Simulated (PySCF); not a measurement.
CH3ClF2Sn, SMILES [CH3][Sn]([F])([F])[Cl].

Geometry optimised at B3LYP-D3(BJ)/def2-SVP. The structure was generated by enumeration; whether it is a known compound was not checked. The def2 effective core potentials stand for the cores of Sn; spin–orbit coupling is left out.

All values below come from TDDFT-CAM-B3LYP/def2-SVPD (PySCF).

Vertical excitations. Isolated molecule, no solvent. State labels are in the subgroup Cs.

```
state  symmetry  energy (eV)  λ (nm)      f                                                               main pairs
-----  --------  -----------  ------  -----  -----------------------------------------------------------------------
S1           A'         6.04     205  0.043                                                           HOMO→LUMO 83 %
S2           A"         6.07     204  0.014                                                         HOMO−1→LUMO 95 %
S3           A'         7.08     175  0.353                                                         HOMO−2→LUMO 78 %
S4           A"         7.60     163  0.016                                                         HOMO−4→LUMO 86 %
S5           A"         7.66     162  0.002                                                         HOMO−5→LUMO 86 %
S6           A'         7.75     160  0.100                                       HOMO−3→LUMO 76 %, HOMO−7→LUMO 13 %
S7           A"         8.15     152  0.009                                                         HOMO→LUMO+1 95 %
S8           A'         8.24     150  0.016                                     HOMO−6→LUMO 47 %, HOMO−1→LUMO+1 34 %
S9           A'         8.44     147  0.063  HOMO−7→LUMO 28 %, HOMO−6→LUMO 23 %, HOMO−1→LUMO+1 23 %, HOMO→LUMO+2 6 %
S10          A'         8.64     144  0.037     HOMO→LUMO+3 38 %, HOMO−7→LUMO 30 %, HOMO→LUMO+2 9 %, HOMO−3→LUMO 6 %
T1           A'         5.35     232      0                                                           HOMO→LUMO 87 %
T2           A"         5.61     221      0                                                         HOMO−1→LUMO 92 %
T3           A'         5.83     213      0                                                         HOMO−2→LUMO 87 %
T4           A'         6.84     181      0                                                         HOMO−3→LUMO 86 %
```
Triplets are in the Tamm–Dancoff approximation, which puts them higher than full response would, so one can lie above its singlet here.
